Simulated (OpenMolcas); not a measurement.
Ti3+ (d1) in a complex was computed by CASSCF with the d shell active (OpenMolcas, ANO-RCC-VTZP on the metal). Its lowest spin-free states, and all those of the highest spin:

```
2S+1  Degeneracy  E (cm-1)
   2           2       0.0
   2           2      9285
   2           1     10778
```

Problem. Is the site octahedral, tetrahedral or cube-like, axial, or of lower symmetry?

Solution. The states with 2S+1 = 2 have orbital degeneracies 2, 2, 1. There are pairs but no triples, so the site is axial: not cubic, but with a proper or improper axis of order three or more. The run had Ti3+ with 2 ligands (bromide) in linear coordination (D∞h) at 2.32 Å. Ligand basis ANO-RCC-VDZP.

The least metal-like active orbital is 77 % on the metal (Löwdin) and no ligand orbital is active, so the numbers are rough. Ligand-to-metal charge-transfer states are missing. No measured value stands beside these numbers; the geometry was imposed, not optimised, and the real ion may take another.
